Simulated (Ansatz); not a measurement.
`[CH3][W]([CH3])(=[S])=[S]`, charge 0, multiplicity 1.

Give a relaxed structure at PBE0-D4/def2-TZVP (Ansatz 0.2.0). (Best estimate.)

Computed: 
Cartesian coordinates in Å:
```
C 1.723 0.024 0.447
W -0.008 -0.387 -0.653
C -1.715 0.399 0.266
S 0.191 0.510 -2.562
S -0.230 -2.490 -0.778
H 1.623 -0.424 1.442
H 2.626 -0.374 -0.022
H 1.831 1.111 0.538
H -1.810 -0.043 1.265
H -2.630 0.188 -0.292
H -1.602 1.486 0.348
```
Point group C2v.
This is one stationary point; other conformers may exist.
